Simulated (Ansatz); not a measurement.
BH5Se, SMILES `[BH3-][SeH2+]`, 7 atoms. Charge 0, multiplicity 1. Correlated methods include outer-core shells of Se, which these sets cover unevenly. Scalar relativity is left out up to krypton. All runs use 2 threads of a server CPU on a shared host. Correlated methods freeze the cores. Open-shell runs search over several starts.

Task: Give the basis size and wall time and peak host memory of each of these runs in Ansatz. RKS ωB97M-V/def2-SVP energy; RKS PBE0-D4/def2-TZVP frequencies; UHF-CCSD(T)/def2-TZVPP energy of the cation; RKS PBE0-D4/def2-TZVP relaxation (6 steps); UKS PBE-D4/def2-TZVPP energy of the cation; UKS B3LYP-D4/def2-TZVPP energy of the cation; RHF-MP2/def2-QZVPP energy; UHF-MP2/def2-QZVPP energy of the cation; UKS B2PLYP (frozen core)/def2-TZVPP energy of the cation; RKS PBE0-D4/def2-QZVPP energy; RKS PBE-D4/def2-TZVPP energy and forces; UKS PBE0-D4/def2-TZVPP energy of the cation. (Estimate.)

Result: The calculation gave: Other jobs shared the machine, so times are rough.

```tsv
level	job	functions	wall time	peak host memory (GiB)
RKS PBE-D4/def2-TZVPP	energy and forces	149	2.4 s	0.16
RKS ωB97M-V/def2-SVP	energy	71	4.3 s	0.2
RKS PBE0-D4/def2-QZVPP	energy	296	7 s	0.64
UKS PBE0-D4/def2-TZVPP	energy of the cation	149	14 s	0.52
RHF-MP2/def2-QZVPP	energy	296	14 s	0.97
RKS PBE0-D4/def2-TZVP	relaxation (6 steps)	109	15 s	0.21
UKS PBE-D4/def2-TZVPP	energy of the cation	149	17 s	0.3
UKS B2PLYP (frozen core)/def2-TZVPP	energy of the cation	149	18 s	0.35
UKS B3LYP-D4/def2-TZVPP	energy of the cation	149	20 s	0.52
RKS PBE0-D4/def2-TZVP	frequencies	109	65 s	0.21
UHF-MP2/def2-QZVPP	energy of the cation	296	73 s	1.1
UHF-CCSD(T)/def2-TZVPP	energy of the cation	149	84 s	2.3
```

B3LYP here is the variant with VWN-RPA as its local correlation; programs differ in this.
